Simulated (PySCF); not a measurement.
**Exercise with solution: entropy of an ideal gas**

C₃H₄O₃, SMILES O=C1OCCO1.

Geometry: B3LYP-D3(BJ)/def2-SVP. One conformer was computed; it need not be the lowest.

B3LYP-D3(BJ)/def2-SVP run with PySCF gives the harmonic wavenumbers 165, 188, 531, 702, 730, 771, 892, 910, 967, 1083, 1124, 1144, 1158, 1235, 1236, 1385, 1401, 1501, 1507, 1960, 3049, 3052, 3127, 3137 cm⁻¹ and the rotational temperatures 0.3875, 0.1842, 0.1302 K. The molar mass is 88.06 g/mol, the symmetry number 2, the spin multiplicity 1.

Q: Work out the entropy at 298.15 K and 1 atm in the rigid-rotor, harmonic-oscillator model.

A: 
Translation (Sackur–Tetrode at 1 atm): S = R[1.5 ln M + 2.5 ln T − 1.16487] = 164.6 J/(mol K).
Rotation: q = (√π/σ) T^1.5/√(θA θB θC) = 47300, S = R[ln q + 3/2] = 102.0 J/(mol K).
Vibration: with u = 1.4388 ν/T, each mode gives R[u/(e^u − 1) − ln(1 − e^−u)]:
```json
[
 {"ν (cm⁻¹)": "165", "modes": "1", "u": "0.80", "S (J/(mol K))": "10.43"},
 {"ν (cm⁻¹)": "188", "modes": "1", "u": "0.91", "S (J/(mol K))": "9.40"},
 {"ν (cm⁻¹)": "531", "modes": "1", "u": "2.56", "S (J/(mol K))": "2.45"},
 {"ν (cm⁻¹)": "702", "modes": "1", "u": "3.39", "S (J/(mol K))": "1.27"},
 {"ν (cm⁻¹)": "730", "modes": "1", "u": "3.52", "S (J/(mol K))": "1.14"},
 {"ν (cm⁻¹)": "771", "modes": "1", "u": "3.72", "S (J/(mol K))": "0.97"},
 {"ν (cm⁻¹)": "892", "modes": "1", "u": "4.30", "S (J/(mol K))": "0.60"},
 {"ν (cm⁻¹)": "910", "modes": "1", "u": "4.39", "S (J/(mol K))": "0.56"},
 {"ν (cm⁻¹)": "967", "modes": "1", "u": "4.67", "S (J/(mol K))": "0.45"},
 {"ν (cm⁻¹)": "1083", "modes": "1", "u": "5.23", "S (J/(mol K))": "0.28"},
 {"ν (cm⁻¹)": "1124", "modes": "1", "u": "5.42", "S (J/(mol K))": "0.24"},
 {"ν (cm⁻¹)": "1144", "modes": "1", "u": "5.52", "S (J/(mol K))": "0.22"},
 {"ν (cm⁻¹)": "1158", "modes": "1", "u": "5.59", "S (J/(mol K))": "0.21"},
 {"ν (cm⁻¹)": "1235", "modes": "1", "u": "5.96", "S (J/(mol K))": "0.15"},
 {"ν (cm⁻¹)": "1236", "modes": "1", "u": "5.96", "S (J/(mol K))": "0.15"},
 {"ν (cm⁻¹)": "1385", "modes": "1", "u": "6.68", "S (J/(mol K))": "0.08"},
 {"ν (cm⁻¹)": "1401", "modes": "1", "u": "6.76", "S (J/(mol K))": "0.07"},
 {"ν (cm⁻¹)": "1501", "modes": "1", "u": "7.24", "S (J/(mol K))": "0.05"},
 {"ν (cm⁻¹)": "1507", "modes": "1", "u": "7.27", "S (J/(mol K))": "0.05"},
 {"ν (cm⁻¹)": "1960", "modes": "1", "u": "9.46", "S (J/(mol K))": "0.01"}
]
```
The stiffer modes add less than 0.005 each. Sum 28.8 J/(mol K).
Spin: R ln 1 = 0.0 J/(mol K).
Total 295.3 J/(mol K); the program's own thermochemistry gives 295.4. Translation makes up 56 % and vibration 10 %. Anharmonicity, hindered rotation and orbital degeneracy are left out.
